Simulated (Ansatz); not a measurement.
`C[NH][GeH2][CH3]` + `O[SiH2][SiH2]Cl` → `CO[SiH2][SiH2]Cl` + `C[NH][GeH3]`  (substitution at a C–Ge bond)

Calculated with Ansatz (gas phase, PBE0-D4/def2-TZVP geometries, no zero-point term in ΔE). CCSD(T)/CBS is the MP2 limit (def2-TZVPP, def2-QZVPP) plus CCSD(T) − MP2 in def2-TZVPP, frozen cores. Functionals use def2-TZVPP. HSE06 is defined as in plane-wave codes. For Ge outer-core shells are correlated without core-valence functions, which leaves a few kJ/mol of doubt a bond. Scalar relativity is left out up to krypton. Each species was taken in one conformer, which may not be the lowest.

```tsv
level	ΔE (kJ/mol)	difference from CCSD(T)/CBS
revPBE-D4	83.6	-6.5
B97M-V	80.4	-9.7
CAM-B3LYP-D4	78.2	-11.9
PBE-QIDH	89.0	-1.1
HSE06	84.5	-5.6
BHLYP	76.7	-13.4
CCSD/def2-SVP	64.8	-25.3
HF/def2-TZVPP	69.2	-20.9
SCS-MP2/def2-QZVPP	88.1	-2.0
HF/CBS(def2)	67.9	-22.2
CCSD(T)/CBS	90.1	0
```

Largest T1 diagnostic among the species: 0.011.

In def2-TZVPP, CCSD(T) changes the Hartree–Fock value by +18.5 kJ/mol (the triples alone add +1.7 kJ/mol) and MP2 by +26.2 kJ/mol. At CCSD(T), def2-SVP lies −24.9 kJ/mol from the extrapolated value and def2-TZVPP −2.4 kJ/mol. Leaving LDA and LC-ωPBE aside and taking each functional with its dispersion term where it has one, the values spread over 10.8 kJ/mol, from CAM-B3LYP-D4 to PBE-QIDH.
